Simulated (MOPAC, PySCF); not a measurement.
H$_{2}$BrGa, SMILES `[Br][GaH2]`, neutral singlet in the gas phase. 

Z-matrix (Å, degrees):
```
Ga
H 1 1.5659
H 1 1.5659 2 129.93
Br 1 2.3116 2 115.03 3 180.00
```
Charge 0, multiplicity 1.

All levels are single points at this geometry (PBE-D3(BJ)/def2-TZVP); Pople sets use spherical d functions. Orbital energies aren't observables, and empty levels follow the basis.

B3LYP/6-311+G** (LANL2DZ on Br, Ga) in PySCF gives dipole (D) = 2.37.

Question: Estimate the dipole (D) from each of these levels: PBE-D3(BJ)/def2-TZVP in PySCF; B3LYP/3-21G in PySCF; B3LYP/6-31G* in PySCF; B3LYP/LANL2DZ in PySCF; PBE/6-31G* in PySCF; SVWN5/6-31G* in PySCF; HF/6-31G* in PySCF; HF/STO-3G in PySCF; AM1 in MOPAC; PM3 in MOPAC; PM6 in MOPAC; PM7 in MOPAC.

Answer: 
```
level                          dipole (D)
-----------------------------  ----------
PBE-D3(BJ)/def2-TZVP in PySCF        1.78
B3LYP/3-21G in PySCF                 1.97
B3LYP/6-31G* in PySCF                1.98
B3LYP/LANL2DZ in PySCF               2.47
PBE/6-31G* in PySCF                  1.84
SVWN5/6-31G* in PySCF                1.86
HF/6-31G* in PySCF                   2.44
HF/STO-3G in PySCF                   1.82
AM1 in MOPAC                         2.26
PM3 in MOPAC                         5.47
PM6 in MOPAC                         1.87
PM7 in MOPAC                         3.79
```
